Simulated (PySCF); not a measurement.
Isomers of C7H10Si. Level of theory: TDDFT CAM-B3LYP/def2-SVPD, vertical, gas phase, core orbitals frozen in the response (PySCF). Geometries: GFN2-xTB; one conformer of each isolated species. Triplets are in the Tamm–Dancoff approximation.

A. `[C@@H]12[C@]3(C[SiH3])C=C[C@H]2[C@H]13`
B. `C1(=CC=C[SiH2]1)C(=C)C`
C. `C=CCC1=CC=C[SiH2]1`
D. `C[C@@H]1[SiH2]C=C1C#CC`

Lowest singlet levels (six at most, fewer where fewer were computed) with oscillator strengths:

1. 3.86 eV (f 0.191); 5.37 eV (f 0.000); 5.91 eV (f 0.003); 5.94 eV (f 0.000); 5.99 eV (f 0.027); 6.08 eV (f 0.003); T1 2.18 eV
2. 5.55 eV (f 0.063); 6.37 eV (f 0.000); 6.43 eV (f 0.039); 6.79 eV (f 0.000); 7.03 eV (f 0.001); 7.07 eV (f 0.004); T1 3.57 eV
3. 4.24 eV (f 0.104); 5.54 eV (f 0.002); 6.04 eV (f 0.018); 6.12 eV (f 0.002); 6.30 eV (f 0.008); 6.57 eV (f 0.046); T1 2.58 eV
4. 5.10 eV (f 0.000); 5.32 eV (f 0.311); 5.89 eV (f 0.002); 6.01 eV (f 0.001); 6.48 eV (f 0.003); 6.54 eV (f 0.006); T1 3.38 eV

Question: Which spectrum belongs to which structure?

Answer: 1 = B, 2 = A, 3 = C, 4 = D.
- A: S1 at 5.55 eV, HOMO→LUMO (86%), HOMO→LUMO+1 (10%); Löwdin shares by element: HOMO carbon 76% or more (atoms not listed hold the other 24%); LUMO carbon 52% or more, silicon 8% (atoms not listed hold the other 40%); HOMO -7.60 and LUMO 1.18 eV.
- B: S1 at 3.86 eV, HOMO→LUMO (95%); Löwdin shares by element: HOMO carbon 67% or more (atoms not listed hold the other 33%); LUMO carbon 62% or more (atoms not listed hold the other 38%); HOMO -7.29 and LUMO -0.70 eV; point group Cs, 2 of its 6 listed states under f = 0.0005.
- C: S1 at 4.24 eV, HOMO→LUMO (97%); Löwdin shares by element: HOMO carbon 81% or more (atoms not listed hold the other 19%); LUMO carbon 68% or more (atoms not listed hold the other 32%); HOMO -7.67 and LUMO -0.32 eV.
- D: S1 at 5.10 eV, HOMO-1→LUMO (90%); Löwdin shares by element: HOMO carbon 79% or more (atoms not listed hold the other 21%); LUMO carbon 74% or more (atoms not listed hold the other 26%); HOMO -7.93 and LUMO 0.23 eV.
